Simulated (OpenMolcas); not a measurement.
## GaSiH4O (SMILES [SiH3][O][GaH]): the vertical energy of the quartet above the doublet, rung by rung

GaSiH4O has 7 atoms, charge 0, and is taken as a doublet. As SMILES, `[SiH3][O][GaH]`. The coordinates come from a PBE0-D4/def2-TZVP relaxation. This is one conformer, not always the lowest.

Each level gives the vertical energy of the quartet above the doublet (eV). The values are calculated.

```json
{"level": "USVWN5/cc-pVDZ", "kind": "LDA", "program": "OpenMolcas", "value (eV)": "5.57", "less CCSD(T)/cc-pVDZ": "-0.46", "CPU time (all runs)": "88 s"}
{"level": "UBLYP/cc-pVDZ", "kind": "GGA", "program": "OpenMolcas", "value (eV)": "5.55", "less CCSD(T)/cc-pVDZ": "-0.48", "CPU time (all runs)": "2.3 min"}
{"level": "UPBE/cc-pVDZ", "kind": "GGA", "program": "OpenMolcas", "value (eV)": "5.50", "less CCSD(T)/cc-pVDZ": "-0.53", "CPU time (all runs)": "2.6 min"}
{"level": "U-r2SCAN/cc-pVDZ", "kind": "meta-GGA", "program": "OpenMolcas", "value (eV)": "5.62", "less CCSD(T)/cc-pVDZ": "-0.41", "CPU time (all runs)": "3.5 min"}
{"level": "UTPSS/cc-pVDZ", "kind": "meta-GGA", "program": "OpenMolcas", "value (eV)": "5.49", "less CCSD(T)/cc-pVDZ": "-0.54", "CPU time (all runs)": "4.1 min"}
{"level": "UB3LYP/cc-pVDZ", "kind": "global hybrid", "program": "OpenMolcas", "value (eV)": "5.77", "less CCSD(T)/cc-pVDZ": "-0.26", "CPU time (all runs)": "2.2 min"}
{"level": "UM06-2X/cc-pVDZ", "kind": "hybrid meta-GGA", "program": "OpenMolcas", "value (eV)": "6.14", "less CCSD(T)/cc-pVDZ": "+0.11", "CPU time (all runs)": "2.8 min"}
{"level": "ROCCSD(T)/cc-pVDZ", "kind": "coupled cluster or CI", "program": "OpenMolcas", "value (eV)": "6.03", "less CCSD(T)/cc-pVDZ": "0.00", "CPU time (all runs)": "92 s"}
```

ROCCSD(T)/cc-pVDZ is the highest level here, not the true value. All-electron rows without a relativistic Hamiltonian named are non-relativistic. The values span 5.49 to 6.14 eV. In the correlated wave-function rows the outer d shell of Ga is correlated, in sets not made for it. CPU times are rough (shared hosts, several kinds of processor): they show what a rung costs within a factor of a few.
